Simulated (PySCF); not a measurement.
**Static response to an electric field**

Species: SnCl2(OiPr)2, C6H14Cl2O2Sn.
Cartesian coordinates in Å at the PBE0-D3(BJ)/def2-SVP level; atoms count from 1:
```xyz
25
C6H14Cl2O2Sn angstrom
Sn     0.3629   -0.0143    0.3756
Cl     0.4014   -0.0747    2.7114
Cl     2.5731    0.0549   -0.3790
O     -0.6806    1.5398   -0.1866
C     -0.6686    2.7551    0.5565
C     -1.6384    3.6857   -0.1447
C      0.7308    3.3354    0.6548
H     -1.0418    2.5598    1.5809
H     -1.2908    3.8934   -1.1685
H     -1.7254    4.6387    0.3986
H     -2.6337    3.2238   -0.2063
H      1.4093    2.6632    1.2062
H      1.1510    3.5010   -0.3492
H      0.7210    4.2954    1.1927
O     -0.4643   -1.5953   -0.4238
C      0.3300   -2.7321   -0.7521
C     -0.5791   -3.6790   -1.5086
C      0.9334   -3.3590    0.4917
H      1.1552   -2.4219   -1.4226
H     -1.4122   -4.0009   -0.8653
H     -0.0228   -4.5688   -1.8392
H     -0.9995   -3.1777   -2.3918
H      1.6191   -2.6600    0.9994
H      0.1425   -3.6425    1.2031
H      1.5176   -4.2562    0.2372
```

Level: CAM-B3LYP/def2-SVPD (PySCF), static field, nuclei fixed, core orbitals frozen in the response. The polarisability tensor in these axes (au):

```
x   136.60  -5.62   0.32
y    -5.62 167.97   6.76
z     0.32   6.76 137.85
```

**Question.** Give the principal values, the mean and the anisotropy Δα = √{½[(α1 − α2)² + (α2 − α3)² + (α1 − α3)²]}.

**Answer.** Principal values 134.55, 137.57 and 170.30 au; mean 147.47 au = 21.85 Å³ = 24.32 × 10⁻⁴⁰ C²·m²/J; Δα = 34.34 au (23 % of the mean).

**Question.** What is the dipole moment?

**Answer.** 0.19 D at this geometry.

**Question.** What depolarisation ratio follows for Rayleigh scattering of linearly polarised light, taking the static tensor?

**Answer.** ρ = 3Δα²/(45ᾱ² + 4Δα²) = 3537.1/(978676 + 4716.1) = 0.0036.

**Question.** Refractivity n − 1 of an ideal gas of it at 400 K and 1 atm, from the electronic α?

**Answer.** N = p/kT = 1.8347 × 10¹⁹ cm⁻³, so n − 1 = 2π × N × 21.85 × 10⁻²⁴ cm³ = 2519 × 10⁻⁶ at long wavelengths, for an ideal gas.

**Question.** How large is μ²/3kT at 500 K beside α?

**Answer.** In Gaussian units μ²/3kT = 0.18 Å³ against 21.85 Å³, a ratio of 0.01; the Debye molar polarisation (4π/3)N_A(α + μ²/3kT) is 55.6 cm³/mol, leaving out the vibrational part.

Isolated species at its PBE0-D3(BJ)/def2-SVP geometry (one conformer only). Atoms past krypton carry effective core potentials; spin–orbit coupling is left out.
